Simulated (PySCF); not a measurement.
# Mayer bond orders and bond lengths

Compound: C₇H₁₂NPSi.
SMILES with atom numbers: `[CH3:1][Si:2]([CH3:3])([CH3:4])[c:5]1[cH:6][p:7][cH:8][cH:9][n:10]1` (hydrogens: H11, H12, H13 on C1; H14, H15, H16 on C3; H17, H18, H19 on C4; H20 on C6; H21 on C8; H22 on C9)

Structure used (GFN2-xTB), in Å, numbered top down from 1:
```
atom  x, y, z in Å
C1    -1.865   -1.310   -0.983
Si2   -1.060    0.117    0.000
C3    -1.592    0.074    1.822
C4    -1.522    1.785   -0.810
C5     0.838   -0.087   -0.091
C6     1.496   -0.090   -1.312
P7     3.206   -0.265   -1.527
C8     3.654   -0.410    0.143
C9     2.744   -0.369    1.181
N10    1.436   -0.220    1.090
H11   -1.573   -1.293   -2.029
H12   -1.580   -2.276   -0.579
H13   -2.947   -1.244   -0.945
H14   -2.667    0.188    1.921
H15   -1.309   -0.863    2.288
H16   -1.118    0.871    2.385
H17   -1.224    1.822   -1.854
H18   -2.594    1.951   -0.770
H19   -1.041    2.616   -0.303
H20    0.896    0.026   -2.206
H21    4.703   -0.538    0.377
H22    3.107   -0.466    2.201
```

Bond orders from the PBE0/pcSseg-1 density (PySCF). Isolated species at its GFN2-xTB geometry, gas phase.

(1) How far do the computed orders between heavy atoms stray from the drawn ones?

(2) Set the Mayer orders of the bonds between heavy atoms beside their lengths.

## Answers

(1) The largest departure is 0.211, at Si2–C5 (drawn single, 0.789), counting aromatic bonds as 1.5. Drawn single, order below 0.88: Si2–C5 (0.789). The bonds drawn aromatic range from 1.31 to 1.50.

(2) 
```json
{"bond": "C1–Si2", "drawn as": "single", "length (Å)": "1.910", "Mayer order": "0.976"}
{"bond": "Si2–C3", "drawn as": "single", "length (Å)": "1.899", "Mayer order": "1.000"}
{"bond": "Si2–C4", "drawn as": "single", "length (Å)": "1.910", "Mayer order": "0.976"}
{"bond": "Si2–C5", "drawn as": "single", "length (Å)": "1.911", "Mayer order": "0.789"}
{"bond": "C5–C6", "drawn as": "aromatic", "length (Å)": "1.387", "Mayer order": "1.379"}
{"bond": "C6–P7", "drawn as": "aromatic", "length (Å)": "1.733", "Mayer order": "1.330"}
{"bond": "P7–C8", "drawn as": "aromatic", "length (Å)": "1.736", "Mayer order": "1.309"}
{"bond": "C8–C9", "drawn as": "aromatic", "length (Å)": "1.381", "Mayer order": "1.405"}
{"bond": "C9–N10", "drawn as": "aromatic", "length (Å)": "1.319", "Mayer order": "1.504"}
{"bond": "N10–C5", "drawn as": "aromatic", "length (Å)": "1.330", "Mayer order": "1.426"}
```

Bonds between the same two heavy elements. C–Si: lowest Si2–C5 (0.789, 1.911 Å), highest Si2–C3 (1.000, 1.899 Å). C–C: lowest C5–C6 (1.379, 1.387 Å), highest C8–C9 (1.405, 1.381 Å). C–P: lowest P7–C8 (1.309, 1.736 Å), highest C6–P7 (1.330, 1.733 Å). C–N: lowest N10–C5 (1.426, 1.330 Å), highest C9–N10 (1.504, 1.319 Å).

Problem. And the bonds to hydrogen?

Solution. C–H: 0.92 to 0.97 (12 bonds).

Problem. Sum the orders of all bonds at each heavy atom with more than one neighbour and set the sums beside the valence in the SMILES.

Solution. C1 3.835 (drawn 4), Si2 3.741 (drawn 4), C3 3.854 (drawn 4), C4 3.835 (drawn 4), C5 3.594 (drawn 4), C6 3.629 (drawn 4), P7 2.639 (drawn 3), C8 3.653 (drawn 4), C9 3.877 (drawn 4), N10 2.930 (drawn 3). Orders between atoms that aren't bonded are not in these sums.

The Mayer order sums products of elements of PS (density times overlap matrix) between the two atoms' basis functions, so it depends on the basis set.
